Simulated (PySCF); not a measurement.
CH₄F₂O₂Si. Atoms are numbered in the order given.

```xyz
10

C     -2.1314    -0.8470     0.3185
O     -1.2641     0.2300     0.0586
Si     0.3489     0.1700    -0.0515
O      0.9505    -0.7506     1.1536
F      0.8964     1.6726     0.0010
F      0.8454    -0.4185    -1.4637
H     -1.7392    -1.5015     1.1143
H     -2.2952    -1.4514    -0.5893
H     -3.1000    -0.4414     0.6433
H      1.8703    -1.0260     1.1098
```

Geometry: PBE0-D3(BJ)/def2-SVP. This is a generated structure with no PubChem entry under its InChIKey; it may be hypothetical. One conformer was computed; it need not be the lowest.

Level of theory: PySCF with PBE/pcSseg-1.

GIAO shieldings, no solvent; atoms listed in one row are averaged. δ = σ(ref) − σ: ¹³C against TMS (σ = 182.0 ppm); ¹⁷O against H2O (σ = 334.3 ppm); ²⁹Si against TMS (σ = 335.4 ppm); ¹⁹F against CFCl3 (σ = 133.6 ppm); ¹H against TMS (σ = 31.49 ppm), references at their B3LYP-D3(BJ)/def2-TZVP geometries, non-relativistic.

```csv
nucleus,atoms,count,δ (ppm)
¹³C,C1,1,57.1
¹⁷O,O4,1,42.8
¹⁷O,O2,1,27.3
²⁹Si,Si3,1,-85.4
¹⁹F,F6,1,-182.4
¹⁹F,F5,1,-185.9
¹H,"H7, H8, H9",3,4.18
¹H,H10,1,2.04
```
